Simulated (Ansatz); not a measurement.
Consider the redistribution: `[NH2][Sc]([NH2])[OH]` + `C[N](C)[Ge][F]` → `C[N](C)[Sc]([NH2])[NH2]` + `[OH][Ge][F]`.

Program: Ansatz. Geometries: PBE0-D4/def2-TZVP. ΔE: electronic, gas phase. CCSD(T)/CBS is the MP2 limit (def2-TZVPP, def2-QZVPP) plus CCSD(T) − MP2 in def2-TZVPP, frozen cores. Functionals use def2-TZVPP. HSE06 is defined as in plane-wave codes. For Ge, Sc outer-core shells are correlated without core-valence functions, which leaves a few kJ/mol of doubt a bond. Scalar relativity is left out up to krypton. One conformer a species, not always the lowest.

```tsv
level	ΔE (kcal/mol)
PBE-D4	13.7
BLYP-D4	14.0
B97M-V	13.4
HSE06-D4	14.4
r2SCAN0	15.4
HSE06	14.5
CCSD/def2-SVP	17.2
CCSD/CBS(def2)	15.8
```

(1) What does CCSD(T)/CBS give? (Estimate.)

Largest T1 diagnostic among the species: 0.015.

Results:

(1) Computed: +15.7 kcal/mol. The listed levels differ from it by -2.0, -1.7, -2.3, -1.3, -0.3, -1.2, 1.5, 0.1 kcal/mol.

From BLYP to BHLYP (50 % exact exchange), in def2-TZVPP and without D4, ΔE moves by +1.6 kcal/mol. At CCSD(T), def2-SVP lies +1.4 kcal/mol from the extrapolated value and def2-TZVPP −0.1 kcal/mol.
